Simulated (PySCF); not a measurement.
**An excited-state table with gaps**

Species: C3H9O2PSi2.
SMILES: `C=C[Si@](O)(C=O)[SiH2]P`

Theory: TDDFT B3LYP/def2-SVPD, vertical, gas phase, core orbitals frozen in the response in PySCF 2.14.0, density-fitted response routines. One conformer (not necessarily the lowest) at the GFN2-xTB geometry, without solvent, vibrations or thermal averaging.

Lowest singlets, with some entries withheld (?).

| state | E (eV) | f | main configurations (H = HOMO, L = LUMO) |
| --- | --- | --- | --- |
| S1 | 3.13 | ? | H→L (83%), H-1→L (13%) |
| S2 | 4.55 | ? | H-1→L (74%), H→L (14%) |
| S3 | 4.93 | ? | H→L+1 (81%), H→L+2 (8%) |
| S4 | 5.19 | ? | H-2→L (76%), H→L+2 (14%) |
| S5 | 5.31 | ? | H→L+2 (64%), H-2→L (14%), H-3→L (8%) |
| S6 | 5.51 | ? | H-3→L (49%), H-1→L+1 (32%), H→L+2 (9%) |
| S7 | 5.59 | ? | H-1→L+1 (62%), H-3→L (33%) |
| S8 | 5.97 | ? | H→L+3 (86%) |

Problem. Fill in the withheld entries.

Solution. 
- S1: f = 0.015
- S2: f = 0.105
- S3: f = 0.044
- S4: f = 0.0052
- S5: f = 0.091
- S6: f = 0.017
- S7: f = 0.024
- S8: f = 0.079

Problem. How far apart are S7 and S8, in eV and cm⁻¹?

Solution. 5.967 − 5.585 = 0.382 eV, or about 3080 cm⁻¹.

Problem. Where do the lowest triplets lie (Tamm–Dancoff)?

Solution. T1 2.49 eV, H→L (81%), H-1→L (13%); T2 4.09 eV, H-1→L (45%), H→L (12%), H-2→L (11%); T3 4.20 eV, H-1→L (32%), H→L+1 (24%), H-2→L+1 (18%). E(S1) − E(T1) = +0.64 eV.

Problem. Which level carries the most intensity, and what share of the listed sum of f?

Solution. S2, with f = 0.105 of 0.378, 28%.

The run took 85 s of wall time (grids of density and orbitals included) on one thread of an Arm Neoverse V1, no GPU, on a shared host, and the process peaked at 1.1 GiB of memory.
